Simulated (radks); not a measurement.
All-electron atom: Gd13+ in [Kr] 4d9.5 4f5 5s0.5 (fractional occupations, a model configuration). Method: non-relativistic Kohn-Sham, TPSS, spin-polarised, spherical densities, point nucleus; open shells are filled with parallel spins first (spin-orbit coupling, left out, can overturn this in heavy ions); meta-GGA in the generalised Kohn-Sham scheme; relativity is left out, which matters for an element this heavy; computed with a radial shooting solver on a logarithmic mesh with Libxc functionals. Some entries of the table are withheld. Estimate them.

orbital  occ.  eigenvalue (eV)  <r^2> (bohr^2)
1s up       1        -47366.24       0.0007505
1s down     1        -47366.19       0.0007505
2s up       1        -7751.498         0.01193
2s down     1        -7751.128         0.01193
2p up       3        -7384.055        0.008882
2p down     3        -7383.774        0.008881
3s up       1        -1904.247         0.07718
3s down     1        -1901.405         0.07701
3p up       3        -1740.835         0.07232
3p down     3        -1738.099         0.07214
3d up       5        -1437.565         0.05784
3d down     5        -1435.253         0.05767
4s up       1        -568.1412          0.3778
4s down     1        -561.5911          0.3782
4p up       3        -503.5180          0.3951
4p down     3        -496.8836          0.3957
4d up       5        -388.2386          0.4341
4d down   4.5        -381.4599          0.4356
4f up       5        -244.6405          0.5258
5s up     0.5        -240.3427           1.553
4f down     0        -237.7572          0.5347
5s down     0        -235.9485           1.576
5p up       0        -216.9281             (1)
5p down     0        -212.8671             (2)
5d up       0        -177.0740           2.114
5d down     0        -173.5042           2.139
6s up       0        -135.5747           4.517
5f up       0        -131.6045           2.971

Answer. 
(1) 5p up <r^2> (bohr^2): 1.714
(2) 5p down <r^2> (bohr^2): 1.739
